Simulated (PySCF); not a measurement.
PySCF 2.14 output of a UHF calculation on a single atom or ion in aug-cc-pVTZ (8s7p5d3f2g, 93 functions), with no relativity, point nucleus:

```
SCF conv_tol = 1e-09
number electrons alpha = 13  beta = 10
cycle= 1 E= -942.693618793023  delta_E= -0.0117  |g|= 0.0402  |ddm|= 0.103
cycle= 2 E= -942.696532367317  delta_E= -0.00291  |g|= 0.0234  |ddm|= 0.0852
cycle= 3 E= -942.699978246175  delta_E= -0.00345  |g|= 0.0259  |ddm|= 0.113
cycle= 4 E= -942.69237394934  delta_E= 0.0076  |g|= 0.0213  |ddm|= 0.305
cycle= 5 E= -942.690368177104  delta_E= 0.00201  |g|= 0.0207  |ddm|= 0.131
cycle= 6 E= -942.689646425427  delta_E= 0.000722  |g|= 0.0102  |ddm|= 0.226
cycle= 7 E= -942.690041102543  delta_E= -0.000395  |g|= 0.00916  |ddm|= 0.0551
cycle= 8 E= -942.689992017148  delta_E= 4.91e-05  |g|= 0.00913  |ddm|= 0.00542
cycle= 9 E= -942.688208738113  delta_E= 0.00178  |g|= 0.0162  |ddm|= 0.179
cycle= 10 E= -942.688159043353  delta_E= 4.97e-05  |g|= 0.0137  |ddm|= 0.0201
cycle= 11 E= -942.687040997089  delta_E= 0.00112  |g|= 0.00675  |ddm|= 0.245
cycle= 12 E= -942.687112811461  delta_E= -7.18e-05  |g|= 0.00486  |ddm|= 0.0431
cycle= 13 E= -942.687035497712  delta_E= 7.73e-05  |g|= 0.00829  |ddm|= 0.0959
cycle= 14 E= -942.687120985246  delta_E= -8.55e-05  |g|= 0.00979  |ddm|= 0.0387
cycle= 15 E= -942.687224918543  delta_E= -0.000104  |g|= 0.00604  |ddm|= 0.0665
cycle= 16 E= -942.687298785925  delta_E= -7.39e-05  |g|= 0.00926  |ddm|= 0.0359
cycle= 17 E= -942.687353116607  delta_E= -5.43e-05  |g|= 0.00968  |ddm|= 0.0193
cycle= 18 E= -942.687215678569  delta_E= 0.000137  |g|= 0.00888  |ddm|= 0.0399
cycle= 19 E= -942.686934579348  delta_E= 0.000281  |g|= 0.00322  |ddm|= 0.145
cycle= 20 E= -942.686890062994  delta_E= 4.45e-05  |g|= 0.00237  |ddm|= 0.0608
cycle= 21 E= -942.686813230066  delta_E= 7.68e-05  |g|= 0.00168  |ddm|= 0.104
cycle= 22 E= -942.686806981329  delta_E= 6.25e-06  |g|= 0.000647  |ddm|= 0.0714
cycle= 23 E= -942.686807337454  delta_E= -3.56e-07  |g|= 0.000314  |ddm|= 0.00294
cycle= 24 E= -942.686806482344  delta_E= 8.55e-07  |g|= 0.000538  |ddm|= 0.0084
cycle= 25 E= -942.686806106954  delta_E= 3.75e-07  |g|= 0.000384  |ddm|= 0.00609
cycle= 26 E= -942.686805883304  delta_E= 2.24e-07  |g|= 0.000436  |ddm|= 0.015
cycle= 27 E= -942.686805889871  delta_E= -6.57e-09  |g|= 0.000125  |ddm|= 0.00799
cycle= 28 E= -942.686805885814  delta_E= 4.06e-09  |g|= 0.000168  |ddm|= 0.000726
cycle= 29 E= -942.686805890792  delta_E= -4.98e-09  |g|= 5.16e-06  |ddm|= 0.002
cycle= 30 E= -942.686805890739  delta_E= 5.32e-11  |g|= 7.73e-06  |ddm|= 9.83e-05
converged SCF energy = -942.686805890739  <S^2> = 3.8900734  2S+1 = 4.069434
```

The run itself started from symmetry-adapted Hartree-Fock orbitals and held the occupation by maximum overlap, so the iterations belong to that start.

Task: Which element, charge and spin multiplicity is this?

Result: V (vanadium, neutral), multiplicity 4; the state was [Ar] 3d2 4s2 4p1, one real determinant (an excited configuration).

⟨L²⟩ = 14.57 against 20 for a pure G term, so this real determinant mixes terms. ⟨S²⟩ = 3.89 against 3.75 shows spin contamination.
